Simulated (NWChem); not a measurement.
# Total energies of iodine monochloride (ClI)

```xyz
2

Cl     0.0000     0.0000     1.8075
I      0.0000     0.0000    -0.5798
```
Charge 0, spin multiplicity 1.

All runs are NWChem calculations. Structure: optimised with B3LYP/def2-SVP with def2 effective core potentials on I, a minimum by its harmonic frequencies.

Basis set: def2-TZVP (87 functions).

| method | total energy (Ha) | relative cost |
|---|---|---|
| RHF | -756.16383 | 1 |
| MP2 | -756.84252 | under 3 |
| B2PLYP | -757.61774 | 3 |
| PBE | -757.71996 | under 3 |
| B3LYP | -758.02785 | under 3 |
| LC-wPBE (omega 0.3 per bohr) | -757.77926 | 10 |
| CCSD(T) | -756.85252 | 40 |

Total energies of different functionals aren't comparable as a measure of quality: only differences taken within one method are. Relative cost: rough, from shared machines, SCF included, RHF = 1.

Effective core potentials replace the inner electrons of I; spin-orbit coupling is left out. The correlated methods keep 9 core orbitals frozen. B3LYP has NWChem's definition, with VWN1-RPA local correlation. GW and range-separated runs recompute their integrals, the others keep them in memory, which bears on the times. No row is a measurement; the coupled-cluster row has its own basis-set and correlation limits.
